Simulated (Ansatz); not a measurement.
Energy difference R1 + R2 → P1 + P2, each structure at its B3LYP-D3(BJ)/def2-TZVP stationary point, reached from a drawn start (curvature not checked).
R1: C2H6Zn (SMILES [CH3][Zn][CH3]), charge 0, multiplicity 1.
P1, CH4 (SMILES C) (charge 0, multiplicity 1):
```xyz
5

C      0.000     0.000     0.000
H     -0.711    -0.284    -0.774
H      0.116     1.083     0.007
H     -0.367    -0.332     0.970
H      0.963    -0.467    -0.203
```
R2: NH3 (SMILES N), charge 0, multiplicity 1.
P2, CH5NZn (SMILES [CH3][Zn][NH2]) (charge 0, multiplicity 1):
```xyz
8

C      1.0512     0.3311     1.2144
Zn    -0.1734    -0.0562    -0.2401
N     -1.2252    -0.4128    -1.6990
H      0.5143     0.7100     2.0852
H      1.7872     1.0775     0.9114
H      1.5865    -0.5727     1.5110
H     -1.6153    -1.3388    -1.8074
H     -1.9251     0.2621    -1.9754
```

P less R. No zero-point or thermal terms; no spin–orbit coupling.

Frozen-core correlation throughout.

Run with Ansatz (an electronic-structure program) with Gaussian orbitals. Each number belongs to the level named beside it.

Total energies in hartree:

| structure | PBE/def2-TZVPP | B3LYP/def2-TZVPP | CCSD(T)/def2-QZVPP |
|---|---|---|---|
| R1 | -1858.856165 | -1859.303012 | -1858.038103 |
| P1 | -40.464282 | -40.539118 | -40.451038 |
| R2 | -56.510610 | -56.588616 | -56.494158 |
| P2 | -1874.916377 | -1875.368076 | -1874.096635 |

Task: Work out the reaction energy at each level in kcal/mol (1 hartree = 627.50947 kcal/mol), and say how far PBE/def2-TZVPP lies from CCSD(T)/def2-QZVPP.

Result: 
- PBE/def2-TZVPP: (-40.464282) + (-1874.916377) − (-1858.856165) − (-56.510610) = -0.013884 hartree = -8.71 kcal/mol
- B3LYP/def2-TZVPP: (-40.539118) + (-1875.368076) − (-1859.303012) − (-56.588616) = -0.015566 hartree = -9.77 kcal/mol
- CCSD(T)/def2-QZVPP: (-40.451038) + (-1874.096635) − (-1858.038103) − (-56.494158) = -0.015412 hartree = -9.67 kcal/mol
PBE/def2-TZVPP less CCSD(T)/def2-QZVPP: 0.96 kcal/mol. CCSD(T)/def2-QZVPP is the level counted from, the highest shown, and no exact or measured value.
